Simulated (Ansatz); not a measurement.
System: OsO₂ (charge 0, triplet). The spin state was set by rule; other spins were not relaxed. 
Structure (B3LYP-D3(BJ)/def2-TZVP (Ansatz, an electronic-structure program) minimum search):
SMILES: [O]=[Os]=[O]
```xyz
3

Os     0.0719    -0.0494     0.0786
O      0.8608     0.4532    -1.3355
O     -1.5436     0.0165     0.5889
```
Charge 0, spin multiplicity 3.

Total electronic energies in hartree. Valence correlation only, unless marked. Open shells are spin-unrestricted. Spin-orbit coupling is left out. Frozen are the shells of the preceding noble gas and the d and f shells that filled before the atom's block. In def2 rows, elements after Kr have scalar-relativistic effective core potentials. 

The Hartree-Fock reference is unstable (checked in the largest basis), which strains HF and MP2. The T1 diagnostic of CCSD in the largest basis is 0.049, which is high, so the coupled-cluster rows are less sure than usual.

```csv
level,program,energy (Eh)
RI-HF/def2-TZVPPD,Ansatz,-239.58548
B3LYP-D3(BJ)/def2-TZVPD,Ansatz + dftd3,-241.20123
B3LYP-D4/def2-TZVPD,Ansatz + dftd4,-241.20132
PBE0/def2-SVP,Ansatz,-240.78832
PBE0-D4/def2-TZVP,Ansatz + dftd4,[?]
r2SCAN0-D4/def2-TZVPD,Ansatz + dftd4,-241.03869
HSE06-D3(BJ)/def2-TZVPD,Ansatz + dftd3,[?]
PBE-QIDH/def2-TZVPD,Ansatz,[?]
```

### Question
Fill in the missing entries.

### Answer

- PBE0-D4/def2-TZVP, energy (Eh): -240.99269
- HSE06-D3(BJ)/def2-TZVPD, energy (Eh): -240.98883
- PBE-QIDH/def2-TZVPD, energy (Eh): -240.75776
